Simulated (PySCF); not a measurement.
Molecule: SiI4 (charge -1, doublet). 
Coordinates optimised at B3LYP-D3(BJ)/def2-TZVP (Ansatz):
```xyz
5

I      2.3581    -1.0888     0.4577
Si     0.0000     0.0000     0.0000
I     -1.5400    -1.7339    -1.2560
I     -1.1187     0.6703     2.2924
I      0.3006     2.1524    -1.4941
```
Charge -1, spin multiplicity 2.

Dispersion corrections to the total energy (kcal/mol) from the dftd3 and dftd4 libraries through PySCF: D3(BJ) without and D4 with the three-body term, each with the damping fitted for the functional named.

| functional | D3(BJ) | D4 |
|---|---|---|
| HF | -41.92 | -22.21 |
| revPBE | -15.28 | -16.54 |
| PBE0 | ___ | -8.14 |
| BLYP | -18.60 | -18.15 |
| BHLYP | ___ | -16.07 |
| r2SCAN | ___ | -1.95 |
| PBE | -7.35 | -9.04 |

### Question
Complete the blanks.

### Answer

- PBE0, D3(BJ): -7.76
- BHLYP, D3(BJ): -14.83
- r2SCAN, D3(BJ): -2.27
